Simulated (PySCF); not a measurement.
What does the GFN2-xTB structure of `C=C1CCC[C@@H]1F` look like in three dimensions?

```xyz
16
C6H9F angstrom
C      2.0445   -0.9386    0.0004
C      0.8339   -0.4122    0.0138
C     -0.4737   -1.1561    0.0039
C     -1.5237   -0.0937    0.3385
C     -0.9501    1.1843   -0.2702
C      0.5465    1.0725    0.0182
F      1.2997    1.7439   -0.9255
H      2.1965   -2.0043   -0.0152
H      2.9259   -0.3210   -0.0143
H     -0.4743   -1.9901    0.7048
H     -0.6505   -1.5588   -0.9967
H     -2.5067   -0.3368   -0.0610
H     -1.6102    0.0192    1.4208
H     -1.3912    2.0907    0.1404
H     -1.0893    1.1870   -1.3527
H      0.8151    1.5229    0.9836
```

Any rigid rotation of these coordinates is as good. Atoms count from 1 in this order. The 6 C–C bonds span 1.320 Å (C1=C2, drawn double) to 1.531 Å (C3–C4, drawn single), a spread of 0.211 Å. Of the pairs four or more bonds apart, F7···H9 is among the closest relative to their van der Waals radii: 2.78 Å, 104 % of the sum of Bondi's values. The 5-membered ring C2–C3–C4–C5–C6 has internal angles of 103.4° to 108.7° (sum 525°, against 540° for a flat polygon); it is puckered, 0.17 Å rms from its mean plane, widest ring torsion 39°.

Bonds between heavy atoms (Å): C1=C2 1.320, C2–C3 1.504, C3–C4 1.531, C4–C5 1.527, C5–C6 1.528, C6–F7 1.382, C2–C6 1.512.

Structure optimised with GFN2-xTB, isolated species.

Point group: C1 (no symmetry element, even within 0.4 Å). GFN2-xTB frequencies: not computed here. One conformer, not necessarily the lowest (C1–C2–C3–C4 168°, C2–C3–C4–C5 32°, C3–C4–C5–C6 -39°, C4–C5–C6–F7 152°).
